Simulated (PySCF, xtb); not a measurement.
C2H9FOSi2, SMILES C[Si@H](O)[C@H](F)[SiH3]. One conformer was computed; it need not be the lowest.

Harmonic wavenumbers (cm⁻¹) from GFN2-xTB run with xtb 6.7.1 at its own minimum, in rising order: 31, 103, 113, 118, 138, 168, 210, 238, 275, 344, 494, 547, 619, 651, 686, 731, 757, 776, 779, 789, 814, 825, 863, 903, 979, 1073, 1257, 1378, 1482, 1489, 2225, 2269, 2270, 2276, 2919, 3031, 3033, 3059, 3665.

### Question
What does PySCF with PBE-D3(BJ)/def2-SVP give at its own minimum? (An estimate is asked for; the answer gives what the named calculation found.)

### Answer
40, 112, 136, 140, 153, 160, 191, 246, 277, 353, 494, 571, 642, 651, 720, 728, 778, 793, 817, 867, 885, 903, 909, 911, 980, 1022, 1215, 1237, 1376, 1384, 2124, 2163, 2174, 2181, 2957, 2976, 3074, 3086, 3766. Paired by order, the mean absolute difference is 43 cm⁻¹ and the zero-point energies are 63.4 and 63.2 kcal/mol.
